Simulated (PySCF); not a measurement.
Electron correlation in O⁺ (oxygen, charge +1)

[He] 2s2 2p3, high-spin 4S determinant. All numbers are calculated (PySCF 2.14, the spin-free X2C one-electron Hamiltonian (Gaussian nucleus), in aug-cc-pCVTZ-DK (7s6p4d2f, 59 functions)). Frozen: nothing; 7 electrons correlated.

```tsv
level	correlation energy (mhartree)
CCSD	-169.16
(T)	-1.95
CCSD(T)	-171.11
```

Diagnostics: T1 = 0.0036, D1 = 0.0103, largest double amplitude 0.030.

Question: Is a single reference adequate?

Answer: Yes: T1 lies below 0.03 and no double amplitude reaches 0.07.
